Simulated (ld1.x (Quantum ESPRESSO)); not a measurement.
## Plane-wave convergence, ultrasoft potential for selenium

| Item | Value |
| --- | --- |
| Element | Se |
| Generator | ld1.x (Quantum ESPRESSO) 7.5 |
| Type | ultrasoft |
| Functional | LDA (PZ) |
| Relativity | scalar-relativistic |
| Frozen core | [Ar] 3d10 |
| Valence charge | 6 |
| Reference configuration | 4s2 4p4 |
| Partial waves | 4s (bound): rcut 1.30, rcutus 1.50 bohr; 4s channel at -0.9 Ry: rcut 1.30, rcutus 1.50 bohr; 4p (bound): rcut 1.40, rcutus 1.60 bohr; 4p channel at 2.2 Ry: rcut 1.40, rcutus 1.60 bohr |
| Local potential | all-electron potential smoothed inside 1.15 bohr (lloc = -1) |
| Core correction | a·sin(br)/r model core inside 0.90 bohr |
| Augmentation charge | built from norm-conserving waves at rcut, not smoothed further |

The pseudo-atom Hamiltonian at the reference potential is diagonalised in spherical Bessel functions j_l(qr) that vanish at 20 bohr, with q² up to the cutoff. All-electron valence levels (Ry): 4s -1.2852, 4p -0.4896.

Problem. How do the lowest levels (Ry) of each channel move with the cutoff, and are there ghosts?

Solution.

| cutoff (Ry) | s #1 | p #1 | d #1 | f #1 | Σ f·Δε (mRy) |
| --- | --- | --- | --- | --- | --- |
| 8 | -1.2584 | -0.4859 | 0.0663 | 0.1165 | 69.2 |
| 12 | -1.2760 | -0.4895 | 0.0648 | 0.1165 | 20.0 |
| 18 | -1.2845 | -0.4896 | 0.0621 | 0.1165 | 2.6 |
| 25 | -1.2850 | -0.4896 | 0.0592 | 0.1165 | 1.2 |
| 35 | -1.2852 | -0.4897 | 0.0547 | 0.1165 | 0.6 |
| 45 | -1.2853 | -0.4897 | 0.0522 | 0.1165 | 0.3 |
| 400 | -1.2854 | -0.4898 | 0.0506 | 0.1165 | 0.0 |

Result: no extra level below or beside the all-electron valence levels (s, p, d, f tested); 10 mRy is reached at 15 Ry and 1 mRy at 35 Ry.
